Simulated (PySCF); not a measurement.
Steps of a relaxation of [WO2F2]−

[WO2F2]− (doublet). PySCF 2.14.0, UKS B3LYP, W def2-SVP with ECP60, O def2-SVP, F def2-SVP; non-relativistic Hamiltonian with scalar-relativistic core potentials where named; density fitting; no spin-orbit coupling. Origin of the start: template. Columns: position (Å) and force (eV/Å). Energies are counted from the last step; some of the 12 steps are shown. Forces carry noise of the integration grid, about 0.01 to 0.03 eV/Å.

Run from Python with OMP_NUM_THREADS=2. Where DIIS fails, smearing, a level shift and second-order steps follow.
It took 34 s on 2 threads of Arm Neoverse V2 (shared host), from the converged density of the start.

```xyz
5
step 0  E = 6.931 eV
W     0.0000    0.0000    0.0403     0.00    0.00  -17.26
O     0.8716    0.8716    0.9119    12.26   12.26   13.32
O    -0.8716   -0.8716    0.9119   -12.26  -12.26   13.32
F     1.0030   -1.0030   -0.9627     4.43   -4.43   -4.69
F    -1.0030    1.0030   -0.9627    -4.43    4.43   -4.69
```

```xyz
5
step 4  E = 0.436 eV
W     0.0000    0.0000    0.1998     0.00    0.00   -2.04
O     1.0945    1.0945    1.0276    -0.36   -0.36    0.52
O    -1.0945   -1.0945    1.0276     0.36    0.36    0.52
F     1.0584   -1.0584   -1.1582    -0.97    0.97    0.49
F    -1.0584    1.0584   -1.1582     0.97   -0.97    0.49
```

```xyz
5
step 7  E = 0.004 eV
W     0.0000    0.0000    0.1977     0.00    0.00   -0.02
O     1.0257    1.0257    1.1582     0.17    0.17    0.18
O    -1.0257   -1.0257    1.1582    -0.17   -0.17    0.18
F     0.8872   -0.8872   -1.2877     0.12   -0.12   -0.17
F    -0.8872    0.8872   -1.2877    -0.12    0.12   -0.17
```

**Question.** Where does the relaxation end?

**Answer.** It converges at step 11 in C2v:
```xyz
5
step 11  E = 0
W     0.0000    0.0000    0.1975
O     1.0277    1.0277    1.1632
O    -1.0277   -1.0277    1.1632
F     0.8937   -0.8937   -1.2926
F    -0.8937    0.8937   -1.2926
```

**Question.** How did the contacts change?

**Answer.** 
| contact | start (Å) | end (Å) |
| --- | --- | --- |
| W1–O2 (O) | 1.510 | 1.745 |
| W1–O3 (O) | 1.510 | 1.745 |
| W1–F4 (F) | 1.737 | 1.954 |
| W1–F5 (F) | 1.737 | 1.954 |


Open shells may have lower solutions than the one found.
